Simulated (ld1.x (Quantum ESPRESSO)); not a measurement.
Results of a calculation; reference values are marked as such.
Hardness and transferability of assorted potentials

Generated with ld1.x 7.5 (TM, RRKJ, ultrasoft, PAW), atompaw 4.2 or ONCVPSP 4.0.1. The cutoff is in Ry: for ld1.x and atompaw files where the sum of valence levels is converged to 10 mRy in a Bessel basis, for ONCV files where the hardest occupied wave has 1 mHa per electron of residual kinetic energy. The error is the largest all-electron minus pseudo excitation energy over each file’s own four to seven test configurations (ionisations up to +4, promotions, holes and added fractions of an electron), all of which were solved. The labels leave out finer settings (local radius, basis sizes, second energies), which also bear on the numbers. Spin-polarised tests are not counted. The rows are a selection from randomly drawn settings: files with unsolved tests, undetermined cutoffs or missed reference levels are left out.

A true bound ghost makes a file unfit for plane-wave use even where its test errors are small: the radial tests pick states by their node count and pass the ghost by.

| element | potential | cutoff (Ry) | largest error (meV) | bound ghosts |
| --- | --- | --- | --- | --- |
| Li | TM semilocal, LDA (PZ), non-relativistic, rc 3.20/4.20/4.25 (spd), local p, core correction no, reference 2s1 2p0 | 6 | +5.7 | none |
| Si | ultrasoft, BLYP, scalar-relativistic, rc 1.85/1.95 (sp), local smoothed, core correction yes, reference 3s2 3p1 | 8 | +9.3 | none |
| Br | TM, PBE, scalar-relativistic, rc 1.40/1.40/1.20 (spd), local s, core correction yes, reference 4s2 4p5 | 50 | -49 | p, d |
| Mo | RRKJ, LDA (PZ), scalar-relativistic, rc 2.95/1.25/1.50 (spd), local s, core correction yes, reference 4p6 4d5 5s1 5p0 | 90 | -649 | none |
| Mo | TM semilocal, BLYP, scalar-relativistic, rc 3.05/1.60/1.85/2.75 (spdf), local d, core correction yes, reference 4p6 4d5 5s0 5p0 | 45 | -146 | none |
| In | PAW, PBEsol, scalar-relativistic, rc 2.40/3.20/1.55 (spd), local smoothed, core correction yes, reference 4d10 5s2 5p1 | 50 | -231 | none |

Task: Fill in the row for Pb: TM, LDA (PZ), scalar-relativistic, rc 2.00/2.30/1.65 (spd), local s, core correction yes, reference 5d10 6s2 6p1.5.

Result: cutoff 55 Ry, largest error -37 meV, bound ghosts: none.
